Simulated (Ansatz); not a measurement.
`C[S][Sn][NH2]` + HBr → `[NH2][Sn][Br]` + CH₃SH  (ligand exchange at the Sn–S bond)

Gas-phase electronic energies from Ansatz, PBE0-D4/def2-TZVP geometries. CCSD(T)/CBS adds triple-zeta CCSD(T) − MP2 to the extrapolated MP2 energy (def2 sets, frozen cores). This one scheme is used for every species. Functionals use def2-TZVPP. def2 core potentials past Kr. For Br, Sn outer-core shells are correlated without core-valence functions, which leaves a few kJ/mol of doubt a bond. Scalar relativity is left out up to krypton. Each species was taken in one conformer, which may not be the lowest.

`C[S][Sn][NH2]`:

Z-matrix (Å, degrees):
```
C
S 1 1.812
H 1 1.090 2 107.3
H 1 1.091 2 111.3 3 118.6
H 1 1.091 2 111.3 3 -118.5
Sn 2 2.436 1 106.3 3 179.9
N 6 2.016 2 96.9 1 -0.1
H 7 1.008 6 127.0 2 -0.1
H 7 1.008 6 121.7 2 179.9
```

HBr:

```xyz
2

Br    0.669    0.173   -0.163
H    -0.669   -0.173    0.163
```

`[NH2][Sn][Br]`:

Cartesian coordinates in Å:
```
N 0.097 0.642 0.458
Sn -1.135 -0.925 0.247
Br 0.146 -1.879 -1.732
H 0.899 0.804 -0.134
H -0.007 1.358 1.161
```

CH₃SH:

Z-matrix (Å, degrees):
```
C
S 1 1.806
H 1 1.089 2 111.5
H 1 1.089 2 111.5 3 -123.8
H 1 1.090 2 106.2 3 118.1
H 2 1.342 1 97.1 3 61.9
```

| level | ΔE (eV) |
| --- | --- |
| LDA (SPW92) | -0.53 |
| B97M-V | -0.64 |
| ωB97X-V | -0.68 |
| ωB97M-V | -0.66 |
| revPBE | -0.67 |
| MP2/def2-SVP | -0.65 |
| SCS-MP2/def2-TZVPP | -0.63 |
| MP2/def2-QZVPP | -0.61 |

(1) What does CCSD(T)/CBS give? (Estimate.)

Largest T1 diagnostic among the species: 0.016.

## Answers

(1) The calculation gave: -0.63 eV. The listed levels differ from it by 0.10, -0.01, -0.05, -0.03, -0.04, -0.02, 0.00, 0.02 eV.

In def2-TZVPP, CCSD(T) changes the Hartree–Fock value by +0.28 eV (the triples alone add +0.05 eV) and MP2 by +0.28 eV. From r2SCAN to r2SCAN0 (25 % exact exchange), in def2-TZVPP and without D4, ΔE moves by −0.03 eV. Leaving LDA and LC-ωPBE aside and taking each functional with its dispersion term where it has one, the values, not all of them listed here, spread over 0.14 eV, from BHLYP-D4 to revPBE-D4. LDA lies +0.10 eV from PBE without D4.
